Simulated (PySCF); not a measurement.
The group X on allenyl-X is varied. Isolated molecules, 0 K electronic values unless said otherwise. One relaxed conformer stands for each flexible species; it need not be the lowest. Strings in code marks are SMILES.

The four lowest singlet excitations (Tamm–Dancoff). All values below come from PySCF with ωB97X-D3(BJ)/def2-TZVP // PBE0-D3(BJ)/def2-TZVP. Excitations are Tamm–Dancoff values on a coarser integration grid. The basis has no diffuse functions, so Rydberg states are missing or too high.

```csv
state,energy (eV),wavelength (nm),oscillator strength
S1,5.80,214,0.001
S2,6.38,194,0.001
S3,7.41,167,0.036
S4,7.95,156,1.314
```

**Question.** Say which member gives these states.
A. `C=C=CC#N`
B. `C=C=CO`
C. `C=C=[CH][GeH3]`
D. `C=C=CCl`

**Answer.** C, `C=C=[CH][GeH3]`
